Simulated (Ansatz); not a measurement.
`CC(C)[O][Mg][OH]` and `CC(C)[O][Cd][OH]` differ in one element.

Ansatz, PBE0-D4/def2-TZVP geometries, multiplicity 1. Each molecule was computed in one conformer, which needn't be the lowest.

Elements past krypton have def2 core potentials.

| property | `CC(C)[O][Mg][OH]` |
| --- | --- |
| LUMO energy (PBE/def2-TZVPP) / eV | -1.78 |
| LUMO energy (ωB97M-V/def2-TZVPP) / eV | 0.22 |
| LUMO energy (B3LYP/def2-TZVPP) / eV | -1.34 |
| HOMO–LUMO gap (PBE0/def2-TZVPP) / eV | 6.07 |
| HOMO energy (PBE0/def2-TZVPP) / eV | -7.10 |
| size of the dipole moment (ωB97M-V/def2-TZVPP) / D | 0.72 |

**Question.** What does the change do to each property? (Best estimate.)

**Answer.** The calculation gave: 
```csv
property,`CC(C)[O][Cd][OH]`,shift
LUMO energy (PBE/def2-TZVPP) / eV,-2.16,-0.38
LUMO energy (ωB97M-V/def2-TZVPP) / eV,0.42,0.20
LUMO energy (B3LYP/def2-TZVPP) / eV,-1.61,-0.27
HOMO–LUMO gap (PBE0/def2-TZVPP) / eV,5.94,-0.13
HOMO energy (PBE0/def2-TZVPP) / eV,-7.21,-0.11
size of the dipole moment (ωB97M-V/def2-TZVPP) / D,1.81,1.09
```

With PBE0 the HOMO falls by 0.11 eV and the LUMO falls by 0.25 eV, so the gap narrows by about 0.14 eV. PBE moves the HOMO by -0.09 eV and ωB97M-V by -0.08 eV. Dipoles are sizes alone; their direction can turn.

Positive LUMOs are unbound, so they and the gaps depend on the basis.

B3LYP here is the variant with VWN-RPA as its local correlation; programs differ in this.
